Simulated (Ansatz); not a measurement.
Start from `[SiH3][O][Cd][SH]` and change one atom or group to get `[OH][Cd][SH]`.

Ansatz, PBE0-D4/def2-TZVP geometries, multiplicity 1. Each molecule was computed in one conformer, which needn't be the lowest.

Elements past krypton have def2 core potentials.

```
                                        property  `[SiH3][O][Cd][SH]`
           HOMO energy (ωB97M-V/def2-TZVPP) / eV                -9.76
         HOMO–LUMO gap (ωB97M-V/def2-TZVPP) / eV                 9.77
size of the dipole moment (B3LYP/def2-TZVPP) / D                 1.49
  size of the dipole moment (PBE/def2-TZVPP) / D                 1.49
             HOMO–LUMO gap (PBE/def2-TZVPP) / eV                 3.78
           LUMO energy (ωB97M-V/def2-TZVPP) / eV                 0.01
```

Give the same properties after the change, and the shifts. (An estimate is asked.)

The calculation gave: 
| property | `[OH][Cd][SH]` | shift |
| --- | --- | --- |
| HOMO energy (ωB97M-V/def2-TZVPP) / eV | -9.54 | 0.22 |
| HOMO–LUMO gap (ωB97M-V/def2-TZVPP) / eV | 9.83 | 0.06 |
| size of the dipole moment (B3LYP/def2-TZVPP) / D | 1.49 | 0.00 |
| size of the dipole moment (PBE/def2-TZVPP) / D | 1.43 | -0.06 |
| HOMO–LUMO gap (PBE/def2-TZVPP) / eV | 3.90 | 0.12 |
| LUMO energy (ωB97M-V/def2-TZVPP) / eV | 0.29 | 0.28 |

With PBE0 the HOMO rises by 0.22 eV and the LUMO rises by 0.32 eV, so the gap widens by about 0.10 eV. PBE moves the HOMO by 0.22 eV and ωB97M-V by 0.22 eV. Dipoles are sizes alone; their direction can turn.

Positive LUMOs are unbound, so they and the gaps depend on the basis.

B3LYP here is the variant with VWN-RPA as its local correlation; programs differ in this.
